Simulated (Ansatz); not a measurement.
`[SiH3]OBCl` + `OP[SiH3]` → `OP([SiH3])[SiH3]` + `OBCl`  (ligand exchange at the Si–O bond)

Program: Ansatz. Geometries: PBE0-D4/def2-TZVP. ΔE: electronic, gas phase. CBS: MP2 limit from def2 TZ/QZ plus the TZ coupled-cluster correction, frozen cores. This one scheme is used for every species. Each species was taken in one conformer, which may not be the lowest.

`[SiH3]OBCl`:

Cartesian coordinates in Å:
```
Si 0.026 -0.774 -0.929
O 0.684 -0.034 0.414
B 0.223 0.900 1.249
Cl -1.390 1.595 1.025
H -0.263 0.242 -1.969
H 1.053 -1.726 -1.406
H -1.211 -1.494 -0.547
H 0.878 1.291 2.164
```

`OP[SiH3]`:

Cartesian coordinates in Å:
```
O 0.252 0.153 1.863
P -0.275 -0.939 0.721
Si -0.180 0.386 -1.108
H -0.223 0.003 2.684
H 0.965 -1.573 0.409
H -0.282 -0.516 -2.288
H 1.081 1.170 -1.182
H -1.338 1.317 -1.099
```

`OP([SiH3])[SiH3]`:

Cartesian coordinates in Å:
```
O 1.204 0.107 -1.638
P -0.206 -0.535 -0.991
Si 0.599 -1.334 0.959
Si -1.119 1.337 -0.125
H 1.297 -0.195 -2.545
H 1.423 -2.540 0.684
H -0.579 -1.717 1.783
H 1.424 -0.339 1.696
H -0.167 2.115 0.712
H -1.600 2.197 -1.238
H -2.276 0.905 0.703
```

`OBCl`:

Z-matrix (Å, degrees):
```
B
O 1 1.340
Cl 1 1.766 2 121.0
H 1 1.189 2 119.8 3 -180.0
H 2 0.963 1 113.9 3 -0.0
```

```json
{"species": "`[SiH3]OBCl`", "MP2/def2-TZVPP energy (Eh)": "-851.15652"}
{"species": "`OP[SiH3]`", "MP2/def2-TZVPP energy (Eh)": "-708.03006"}
{"species": "`OP([SiH3])[SiH3]`", "MP2/def2-TZVPP energy (Eh)": "-998.26709"}
{"species": "`OBCl`", "MP2/def2-TZVPP energy (Eh)": "-560.89330"}
```

Task: Work out ΔE.

Result: ΔE = (-998.26709) + (-560.89330) − (-851.15652) − (-708.03006) = 0.02619 Eh = +68.8 kJ/mol. CCSD(T)/CBS gives +65.9 kJ/mol.

Largest T1 diagnostic among the species: 0.014.

From PBE to PBE0 (25 % exact exchange), in def2-TZVPP and without D4, ΔE moves by +7.4 kJ/mol. In def2-TZVPP, CCSD(T) changes the Hartree–Fock value by −27.2 kJ/mol (the triples alone add −4.7 kJ/mol) and MP2 by −25.5 kJ/mol.
